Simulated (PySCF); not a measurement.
These are PBE-D3(BJ)/def2-TZVP // B3LYP-D3(BJ)/def2-TZVP (PySCF) values and carry that method's errors. Gas-phase values, no solvent. 

Reference species (SMILES): `CC=C=N` (neutral, multiplicity 1).

```yaml
dipole_moment: 1.57 D
LUMO: -1.13 eV
```

Changed species: `C1=CNC1`.

Task: Give the shifts of the dipole moment and LUMO.

Result: the dipole moment falls by 0.52 D, to 1.05 D; the LUMO increases by 0.79 eV, to -0.34 eV.
